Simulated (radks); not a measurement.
Values are calculated unless marked as measured or tabulated.
Initial-state core-level shifts of neutral tungsten when its valence configuration changes from [Xe] 4f14 5d4 6s2. Level of theory: non-relativistic Kohn-Sham, r2SCAN, spin-unpolarised, spherical densities, point nucleus; meta-GGA in the generalised Kohn-Sham scheme; relativity is left out, which matters for an element this heavy (a radial shooting solver on a logarithmic mesh with Libxc functionals). Shifts are changes of the shell-averaged eigenvalues in eV (positive: less bound); the change of the density at the nucleus, which sets a Mossbauer isomer shift, is in e/bohr^3, on a base of 2.901e+05.

valence                2s       3d       4p       5s  density at nucleus
4f13 5d4 6s2 6p1  -16.436  -17.551  -15.596   -8.018              +24.21
4f12 5d4 6s2 6p2  -34.095  -36.407  -32.054  -16.258              +50.99
4f14 5d6           +5.338   +5.324   +5.320   +5.103              -24.73
4f14 5d4.5 6s1.5   +1.524   +1.517   +1.513   +1.432               -7.46
4f14 5d5 6s1       +2.931   +2.919   +2.914   +2.772              -13.97
4f13 5d5 6s2      -11.543  -12.680  -10.751   -3.451              +17.87
4f14 5d4 6p2       -2.501   -2.509   -2.513   -2.534              -22.05
4f11 5d4 6s2 6p3  -52.832  -56.410  -49.199  -24.608              +79.83
4f13.5 5d4.5 6s2   -5.690   -6.246   -5.330   -1.738               +8.82
